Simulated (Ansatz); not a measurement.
CH8FNSi2, SMILES `FCN[SiH2][SiH3]` at its PBE0-D4/def2-TZVP geometry, where that method's forces vanish. Total charge 0; spin multiplicity 1.

```xyz
13

F    -0.1238    0.3809    2.1545
C     0.4793    1.3590    1.3457
N     1.1157    0.8141    0.2204
Si    0.2225    0.1747   -1.1333
Si   -1.0705   -1.7208   -0.6393
H     1.1878    1.8849    1.9896
H    -0.3252    2.0333    1.0398
H     2.0045    0.3841    0.4293
H     1.2316   -0.1535   -2.1759
H    -0.6663    1.2661   -1.6203
H    -1.6610   -2.2773   -1.8896
H    -2.1749   -1.3752    0.2938
H    -0.2197   -2.7703   -0.0146
```

Task: What forces (eV/Å) does B3LYP-D4/def2-TZVPP give on these atoms in Ansatz? (An estimate is asked.)

Result: The calculation gave: 
```
F1  -0.198 -0.304  0.260
C2   0.110  0.488 -0.037
N3   0.120 -0.089 -0.098
Si4 -0.016  0.032 -0.227
Si5 -0.072 -0.099  0.034
H6  -0.056 -0.027 -0.032
H7   0.052 -0.036  0.035
H8   0.021  0.016 -0.001
H9  -0.060  0.022  0.059
H10  0.055 -0.063  0.027
H11  0.032  0.028  0.075
H12  0.067 -0.027 -0.058
H13 -0.054  0.058 -0.037
```

B3LYP here is the variant with VWN-RPA as its local correlation; programs differ in this.
